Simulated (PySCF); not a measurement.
Isomers of C6H8BNO2, from PySCF 2.14.0, PBE0-D3(BJ)/def2-SVP geometry optimisation, gas phase. One conformer each, no zero-point energy, no frequencies.

**Question.** Which is lowest in electronic energy at this level?
A. `[cH:1]1[cH:2][cH:3][n:4]([B:5]2[O:6][CH2:7][CH2:8][O:9]2)[cH:10]1` with C3–N4–B5–O6 0°: A = 4196, B = 845.1, C = 709.7 MHz, dipole 3.30 D
B. `[NH2:1][c:2]1[cH:3][cH:4][c:5]([B:6]([OH:7])[OH:8])[cH:9][cH:10]1` with C5–B6–O7–H 180°, C5–B6–O8–H 179°: A = 3641, B = 745.0, C = 618.7 MHz, dipole 0.90 D
C. `[NH2:1][c:2]1[cH:3][cH:4][cH:5][cH:6][c:7]1[B:8]([OH:9])[OH:10]` with C7–B8–O9–H 179°, C7–B8–O10–H -5°: A = 2254, B = 1111, C = 748.8 MHz, dipole 0.80 D

**Answer.** C. That is b-(2-aminophenyl)boronic acid, `Nc1ccccc1B(O)O`, 5.3 kcal/mol below the next.

| SMILES | mapped SMILES | E (Eh) | relative (kcal/mol) | relative (kJ/mol) | dipole (D) |
| --- | --- | --- | --- | --- | --- |
| Nc1ccccc1B(O)O | [NH2:1][c:2]1[cH:3][cH:4][cH:5][cH:6][c:7]1[B:8]([OH:9])[OH:10] | -462.78902 | 0.0 | 0.0 | 0.80 |
| Nc1ccc(B(O)O)cc1 | [NH2:1][c:2]1[cH:3][cH:4][c:5]([B:6]([OH:7])[OH:8])[cH:9][cH:10]1 | -462.78052 | 5.3 | 22.3 | 0.90 |
| c1ccn(B2OCCO2)c1 | [cH:1]1[cH:2][cH:3][n:4]([B:5]2[O:6][CH2:7][CH2:8][O:9]2)[cH:10]1 | -462.76666 | 14.0 | 58.7 | 3.30 |

As drawn, the lowest has an O–H bond and an N–H bond, which the highest lacks; the highest has a B–N bond, which the lowest lacks.
